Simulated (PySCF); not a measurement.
## Low-lying terms of P³⁺ (phosphorus, charge +3)

Ground state [Ne] 3s2, ¹S. Calculation: PySCF 2.14, in aug-cc-pV(Q+d)Z (7s6p5d3f2g, 89 functions); no relativity, point nucleus. Vertical excitation energies in eV without spin-orbit coupling; excited terms of each kind are numbered among those the solver found. Frozen: [He] 2s2.

| term | leading excitation | EOM-EE-CCSD |
| --- | --- | --- |
| 1 3P° | 3s → p | 8.457 |
| 1 1P° | 3s → p | 13.091 |
| 1 3D | 3s → d | 23.502 |
| 1 1D | 3s → d | 27.348 |
| 1 3S | 3s → s | 28.033 |
| 1 1S | 3s → s | 28.920 |
| 2 3P° | 3s → p | 31.745 |
| 2 1P° | 3s → p | 31.861 |
| 2 3D | 3s → d | 36.336 |
| 2 1D | 3s → d | 36.614 |
| 1 3F° | 3s → f | 37.763 |
| 1 1F° | 3s → f | 39.541 |

Only the lower part of the computed list is shown. Doubly excited terms such as np² are absent. The solver can miss terms.
